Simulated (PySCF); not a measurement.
Work out the structure from these simulated measurements.

Formula: C7H5N.

| Item | Value |
| --- | --- |
| UV, first state | lowest singlet excitation: 4.51 eV (275 nm, f = 0.001) [TDDFT B3LYP/def2-SVPD] |
| Dipole | 2.38 D [B3LYP/def2-SVPD] |
| Couplings | largest of the computed one-bond spin–spin couplings (means over like bonds): 13C–1H +276.0, 13C–13C +201.7, 13C–1H +187.9, 13C–1H +174.1, 13C–1H +171.7, 13C–1H +169.4, 13C–13C +113.7, 13C–13C +62.5 Hz [B3LYP/pcJ-1, spin–dipole term left out] |
| Triplet | lowest triplet excitation (Tamm–Dancoff): 3.56 eV [TDA B3LYP/def2-SVPD] |
| 13C NMR | chemical shifts (computed TMS as zero) by class: 161.6 (1 C), 157.1 (1 C), 149.1 (1 C), 135.6 (1 C), 129.1 (1 C), 87.5 (1 C), 80.3 (1 C) ppm [GIAO HF/pcSseg-2] |
| Rotational structure | rotational constants A, B, C: 5.880, 1.579, 1.245 GHz [PBE0-D3(BJ)/def2-SVP] |
| 1H NMR | chemical shifts (computed TMS as zero) by class: 8.85 (1 H), 7.95 (1 H), 7.67 (1 H), 7.30 (1 H), 3.46 (1 H) ppm [GIAO HF/pcSseg-2] |
| Valence photoelectron | vertical ionisation energy: 9.01 eV [ΔSCF B3LYP/def2-SVPD] |
| NMR, other nuclei | isotropic shieldings of nuclei other than C and H, by class: -113 (1 N) ppm [GIAO HF/pcSseg-2] |

Electronic properties: PySCF, gas phase, density fitting. Levels stand in brackets. Geometry: PBE0-D3(BJ)/def2-SVP; no solvent, vibrations or thermal averaging. NMR classes are plain means over equivalent atoms (diastereotopic ones count apart unless rotation or inversion swaps them), as if these changed places fast.

**Question.** Give a SMILES that accounts for the data.

**Answer.** Numbering: `[CH:1]#[C:2][c:3]1[cH:4][cH:5][cH:6][cH:7][n:8]1`. Its formula, C7H5N, gives 6 degrees of unsaturation: 1 ring and 5 π bonds in the structure found (Kekulé form). 7 carbons fall into 7 classes; from least to most shielded: aromatic CH next to a ring nitrogen [C7] (161.6 ppm), substituted aromatic carbon [C3] (157.1 ppm), aromatic CH carbon [C5] (149.1 ppm), aromatic CH carbon [C4] (135.6 ppm), aromatic CH carbon [C6] (129.1 ppm), terminal alkyne carbon [C1] (87.5 ppm), alkyne carbon [C2] (80.3 ppm). Hydrogen classes from least to most shielded: 1 H on an aromatic CH next to a ring nitrogen, C7 (8.85 ppm), 1 H on an aromatic CH carbon, C5 (7.95 ppm), 1 H on an aromatic CH carbon, C4 (7.67 ppm), 1 H on an aromatic CH carbon, C6 (7.30 ppm), 1 H on a terminal alkyne carbon, C1 (3.46 ppm). The other shieldings belong to: -113 ppm, pyridine-type nitrogen [N8]. The couplings run between: +276.0 Hz, terminal alkyne carbon [C1] and its hydrogen; +201.7 Hz, terminal alkyne carbon [C1] and alkyne carbon [C2]; +187.9 Hz, aromatic CH next to a ring nitrogen [C7] and its hydrogen; +174.1 Hz, aromatic CH carbon [C4] and its hydrogen; +171.7 Hz, aromatic CH carbon [C6] and its hydrogen; +169.4 Hz, aromatic CH carbon [C5] and its hydrogen; +113.7 Hz, alkyne carbon [C2] and substituted aromatic carbon [C3]; +62.5 Hz, substituted aromatic carbon [C3] and aromatic CH carbon [C4]. S1 is mainly HOMO−1→LUMO (weight 0.99); the largest Löwdin shares of the orbital it empties are 0.61 on the pyridine-type nitrogen, 0.11 on the aromatic CH next to a ring nitrogen, 0.09 on the substituted aromatic carbon and 0.05 on an aromatic CH carbon, of the orbital it fills 0.17 on the substituted aromatic carbon, 0.16 on an aromatic CH carbon, 0.15 on the pyridine-type nitrogen and 0.13 on the terminal alkyne carbon. The first electron is taken from the HOMO, whose largest Löwdin shares are 0.23 on the terminal alkyne carbon, 0.18 on the alkyne carbon, 0.15 on an aromatic CH carbon and 0.12 on an aromatic CH carbon. The optimised geometry has point group Cs and is an asymmetric top. Structure: `C#CC1=CC=CC=N1` (2-ethynylpyridine). Computed isomers that give other values at the same levels: `C#Cc1cccnc1` (dipole moment: 2.04 D; this holds for the one conformer computed); `C#C/C=C(/C#N)C=C` (lowest singlet excitation: 4.34 eV (285 nm, f = 0.528)); `C#Cc1ccncc1` (13C chemical shifts (computed TMS as zero) by class: 162.0 (2 C), 145.5 (1 C), 134.1 (2 C), 94.4 (1 C), 76.6 (1 C) ppm). The assignments are read from this structure; whether some other isomer fits the data as well wasn't checked.
